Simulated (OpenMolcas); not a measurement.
# Computed transition rates of Hf

```
Program             : OpenMolcas
Method              : MS-RASPT2, IPEA 0.25 Eh, imaginary shift 0.1 Eh (closed shells correlated: 5s 5p)
Basis               : ANO-RCC-VTZP [8s7p5d3f2g1h]
Scalar Hamiltonian  : DKH2, point nucleus
Active space        : 4 electrons in 9 orbitals (RAS2 5d 6s; RAS3 6p, at most 2 electrons)
State averaging     : 2S+1 = 3 even, 55 roots; 2S+1 = 5 even, 10 roots kept (CI in the orbitals of an earlier block); 2S+1 = 1 even, 50 roots kept (CI in the orbitals of an earlier block, 43 in the spin-orbit step); 2S+1 = 3 odd, 72 roots (47 in the spin-orbit step); 2S+1 = 5 odd, 30 roots kept (CI in the orbitals of an earlier block); 2S+1 = 1 odd, 28 roots kept (CI in the orbitals of an earlier block)
Spin-orbit coupling : RASSI with atomic mean-field integrals over the reference wave functions, term energies averaged over their components
```

Rates come from the transition moments of the reference wave functions (E1 in the length form). At fixed line strength A goes as λ^-3 for E1 and M1 and as λ^-5 for E2, so a rate at the computed wavelength can be rescaled to the measured one. Measured vacuum wavelengths follow from level energies in NIST Handbook of Basic Atomic Spectroscopic Data. Branching counts E1 and M1 decays inside the model space alone, at computed energies, and the table is only a selection of the E1 lines, drawn from those between levels with measured partners whose computed energy lies within a factor of 1.5 of the measured one.

```csv
Upper,Lower,Type,λ computed (nm),λ measured (nm),A computed (s-1),A rescaled (s-1),Branching %
5d 6s2 6p 3D* 1,5d2 6s2 3P1,E1,1094,1343,1.59e+05,8.59e+04,8.2
5d 6s2 6p 3F* 2 [58 %],5d2 6s2 3F3,E1,1062,1227,1.17e+03,7.59e+02,2.9
5d 6s2 6p 3D* 1,5d2 6s2 3P0,E1,986.5,1177,4.83e+05,2.84e+05,24.9
5d 6s2 6p 3F* 3,5d2 6s2 3F4,E1,906.4,1003,2.40e+03,1.77e+03,3.5
5d 6s2 6p 3D* 2,5d2 6s2 3P1,E1,902,1043,8.25e+05,5.34e+05,42.7
5d 6s2 6p 3P* 1,5d2 6s2 3P2 [59 %],E1,854.2,1092,3.39e+05,1.62e+05,7.6
5d 6s2 6p 3F* 2 [58 %],5d2 6s2 3F2,E1,853.2,951.6,3.00e+04,2.16e+04,74.0
5d 6s2 6p 3P* 2,5d2 6s2 3P2 [59 %],E1,775.3,925.3,1.53e+06,9.00e+05,39.6
5d 6s2 6p 3F* 3,5d2 6s2 3F3,E1,759.6,820.7,1.08e+04,8.56e+03,15.8
5d 6s2 6p 3P* 1,5d2 6s2 3P1,E1,706.2,864.2,1.35e+06,7.37e+05,30.3
5d 6s2 6p 3P* 0,5d2 6s2 3P1,E1,701.8,854.9,4.30e+06,2.38e+06,99.9
5d 6s2 6p 3F* 4,5d2 6s2 3F4,E1,685.3,732.2,6.01e+03,4.93e+03,53.5
5d 6s2 6p 3D* 2,5d2 6s2 3F3,E1,668.2,724.3,8.64e+05,6.78e+05,44.7
5d 6s2 6p 3P* 1,5d2 6s2 3P0,E1,660,792.3,1.20e+06,6.94e+05,26.8
5d 6s2 6p 3D* 1,5d2 6s2 3F2,E1,652.6,713.4,1.30e+06,9.95e+05,66.8
5d 6s2 6p 3P* 2,5d2 6s2 3P1,E1,651.4,756.5,7.27e+05,4.64e+05,18.8
5d 6s2 6p 3F* 3,5d2 6s2 3F2,E1,646.6,687.7,8.81e+02,7.32e+02,1.3
5d 6s2 6p 1F* 3,5d2 6s2 1G4,E1,629.6,762.6,3.72e+06,2.09e+06,41.7
5d 6s2 6p 3F* 4,5d2 6s2 3F3,E1,597.9,630.2,2.44e+03,2.08e+03,21.7
5d 6s2 6p 3D* 2,5d2 6s2 3F2,E1,579.1,618.7,1.97e+05,1.62e+05,10.2
5d 6s2 6p 1F* 3,5d2 6s2 3P2 [59 %],E1,548.6,682.1,2.21e+06,,24.8
5d 6s2 6p 3P* 1,5d2 6s2 3F2,E1,491.6,551.2,7.24e+04,5.14e+04,1.6
5d 6s2 6p 1F* 3,5d2 6s2 3F4,E1,445.9,524.2,9.79e+05,,11.0
5d 6s2 6p 1F* 3,5d2 6s2 3F3,E1,407.2,469.7,3.96e+05,,4.4
5d 6s2 6p 1F* 3,5d2 6s2 3F2,E1,372.3,422.9,1.32e+05,,1.5
```

Spin-changing lines and M1 lines between different terms are not rescaled, since their strength hangs on the term gaps too.

The largest correction is for 5d 6s2 6p 3P* 1 → 5d2 6s2 3P2 [59 %] (E1): 3.39e+05 × (854.2 / 1092)^3 = 1.62e+05 s-1, a factor of 0.48.

The computed order of these levels differs from the measured one in 2 places, and where term gaps are wrong the rates of spin-changing lines can be off by large factors.

No measured rate stands beside these. Rescaling mends the energy factor alone: line strengths can still be far off where a level mixes with configurations outside the active space, and weak or spin-changing lines hang on small mixing coefficients that depend on the term gaps too, so rescaling need not improve them.

Term energies are means over components that CASPT2 splits; among the terms shown or strongly mixed into the levels shown the widest spread is 720 cm-1 (5d2 6s2 1G). Some high roots are left out of the spin-orbit mixing, which shifts the levels that they would mix with. Terms from blocks run as CI alone lack orbitals of their own. Configurations are named by rounded mean occupations; where the s occupation lies near a half they are strongly mixed, a name can repeat and a true partner stay unpaired. A single d shell beside an s shell can misplace configurations of different d count against each other. Measured partners are found by configuration, term and J. A level has none where our copy of the source lacks it or the pairing is in doubt (some pairs that miss far off the trend of their configuration count as doubtful). Levels of configurations outside the active space are missing.

A share in square brackets marks a mixed level and gives the weight of the term that names it. * marks odd parity.
